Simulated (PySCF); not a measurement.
C2H4ClFSi2, SMILES [SiH2]([Si@@H](Cl)F)C#C. The structure is a stationary point at B3LYP-D3(BJ)/def2-SVP. The structure was generated by enumeration; whether it is a known compound was not checked. One conformer was computed; it need not be the lowest.

Computed equilibrium geometry at B3LYP-D3(BJ)/def2-SVP (PySCF confirms it by a frequency run) as a Z-matrix (one conformer of several):
```
Si
H 1 1.4901
H 1 1.4903 2 109.34
C 1 1.8296 2 110.43 3 121.55
C 4 1.2171 3 150.39 1 175.08
H 5 1.0751 3 159.29 1 176.46
Si 1 2.3459 2 110.58 3 -119.58
F 7 1.6271 1 109.18 2 -55.99
H 7 1.4856 8 107.27 1 -126.15
Cl 7 2.0709 9 108.31 8 116.70
```
